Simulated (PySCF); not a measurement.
Species: C₂H₇GeNS.
Numbering: `[CH3:1][C:2](=[S:3])[GeH2:4][NH2:5]`

Structure used (PBE0-D3(BJ)/def2-SVP), in Å, numbered top down from 1:
```xyz
12
C2H7GeNS angstrom
C     -1.5879    0.2913    0.7851
C     -0.8746   -0.8440    0.1355
S     -1.5749   -2.2553   -0.2623
Ge     1.0587   -0.6275   -0.2019
N      1.4043    1.1735   -0.3711
H     -1.2050    0.4150    1.8148
H     -1.3459    1.2388    0.2758
H     -2.6737    0.1256    0.8227
H      1.8402   -1.0956    1.0409
H      1.4227   -1.4761   -1.4355
H      1.2626    1.5594   -1.3006
H      2.3168    1.4676   -0.0351
```

Method: delta-SCF UKS SCAN, pcX-2 on the ionised atom, pcseg-1 elsewhere, spin-free X2C in PySCF 2.14.0. Every row has its own mixed basis.

| ionised atom | basis functions | E(ionised) (Eh) | binding energy (eV) |
| --- | --- | --- | --- |
| C1 | 153 | -2617.72513 | 290.907 |
| N5 | 153 | -2613.56357 | 404.538 |
| S3 | 164 | -2537.54975 | 2476.237 |

Problem. Fill in the total energy of each ground state.

Solution. With binding energy = E(ionised) − E(ground) and 27.2114 eV a hartree:

| atom | binding energy (Eh) | E(ground) (Eh) |
| --- | --- | --- |
| C1 | 10.6906 | -2628.4158 |
| N5 | 14.8665 | -2628.4301 |
| S3 | 91.0000 | -2628.5498 |

Problem. How much do the ground-state energies differ, and what would follow from using one of them for all holes?

Solution. They run from -2628.5498 Eh (core basis on S3) to -2628.4158 Eh (on C1), 0.1340 Eh or 3.65 eV apart, for one and the same state in different bases and grids. Pairing the ion of C1 with the ground state of S3 would put its binding energy 3.65 eV too high.

Only 1s holes are shown. The structure is a single PBE0-D3(BJ)/def2-SVP conformer in the gas phase; no vibrational or solvent corrections.

Time: 31 s; peak memory 0.53 GiB. Hardware: an Arm Neoverse V2 with one thread, shared host with 96 logical CPUs at a one-minute load of 35.
